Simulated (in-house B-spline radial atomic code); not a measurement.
Al⁶⁺. Computed with a B-spline radial atomic code. Model: all-electron spherical atom, spin shells full or empty, radial basis limit, no spin-orbit coupling: exact exchange with a local potential (Slater, KLI or optimised effective potential, whose far tail is KLI's), no correlation.

Exchange potential has not reached -1/r at the last radius.

The run also made RPA and GW results, which its time includes.

The Slater potential averages the orbital exchange potentials with the orbital densities as weights, KLI adds orbital constants, and the optimised effective potential minimises the exact-exchange energy among local potentials. So their energies lie above Hartree-Fock in the order OEP, KLI, Slater. All fall off as −1/r, unlike LDA and GGA exchange.

Command:
```bash
python run_gw.py task.json out
```
Settings (nuclear radius in fm, other lengths in bohr, energies in hartree):
```
Z                      13
electrons              7
configuration          [He] 2s2 2p3
hamiltonian            x2c
method                 slater
lmax                   9
rms_radius             3.061
spin_polarised         True
box_radius             9.29
intervals              100
```

Time taken, with all properties: 2.8 s on 1 thread of Arm Neoverse V1, on a shared host.

Given: hamiltonian one-electron scalar X2C; mean-field start Slater potential.

Computed: energy above Hartree-Fock 26.52 millihartree.

```csv
radius (bohr),r times exchange potential up (hartree bohr),r times exchange potential down (hartree bohr)
0.00385,-0.050616,-0.050572
0.00455,-0.059778,-0.059726
0.00538,-0.070616,-0.070554
0.00637,-0.083504,-0.08343
0.00753,-0.098544,-0.098455
0.00891,-0.11633,-0.11622
0.0105,-0.13667,-0.13654
0.0125,-0.16198,-0.16183
0.0148,-0.19068,-0.19049
0.0175,-0.22374,-0.22351
0.0207,-0.26196,-0.26167
0.0244,-0.30475,-0.3044
0.0289,?,?
0.0342,-0.41019,-0.40965
0.0405,-0.47161,-0.47096
0.0479,-0.5373,-0.5366
0.0566,-0.6058,-0.60523
0.067,-0.67592,-0.67597
0.0793,-0.74352,-0.74541
0.0938,-0.80394,-0.81034
0.111,-0.8517,-0.86798
0.131,-0.87932,-0.91396
0.155,-0.88255,-0.94409
0.184,-0.86754,-0.94323
0.217,?,?
0.257,-0.91095,-0.76249
0.304,-1.006,-0.68368
0.36,-1.1276,-0.70615
0.426,-1.2469,-0.77582
0.504,-1.3418,-0.84935
0.596,-1.3978,-0.91015
0.705,-1.4112,-0.95336
0.834,-1.3883,-0.97945
0.987,-1.3427,-0.99259
1.17,-1.2884,-0.99792
1.38,-1.2374,-0.99954
1.63,-1.1922,-0.99993
```

(1) What belongs in the row 0.0289?

(2) What belongs in the row 0.217?

| occupied | level (hartree) | Hartree-Fock level (hartree) |
| --- | --- | --- |
| 1s up | -64.613 | -65.407 |
| 1s down | -64.69 | -65.037 |
| 2s up | ? | ? |
| 2s down | -9.5457 | -9.4411 |
| 2p up | -9.127 | -8.9502 |

(3) What belongs in the row 2s up?

| empty | level (hartree) |
| --- | --- |
| 2p down | -8.3903 |
| 3s up | -3.7738 |
| 3s down | -3.5443 |
| 3p up | ? |
| 3p down | -3.2308 |
| 3d up | -3.0493 |
| 3d down | -2.7827 |
| 4s up | ? |
| 4s down | -1.855 |
| 4p up | -1.81 |
| 4p down | -1.7322 |
| 4d up | -1.6614 |

(4) What belongs in the row 3p up?

(5) What belongs in the row 4s up?

Answers

(1) r times exchange potential up (hartree bohr): -0.35464; r times exchange potential down (hartree bohr): -0.35419.

(2) r times exchange potential up (hartree bohr): -0.86556; r times exchange potential down (hartree bohr): -0.88446.

(3) level (hartree): -10.334; Hartree-Fock level (hartree): -10.453.

(4) level (hartree): -3.4428.

(5) level (hartree): -1.939.

The highest level, 2p up, differs from Hartree-Fock by -4.8 eV and the deepest, 1s down, by +9.45 eV: the Slater potential lacks the response part and is deeper than the optimised one throughout, so the top level comes too deep.
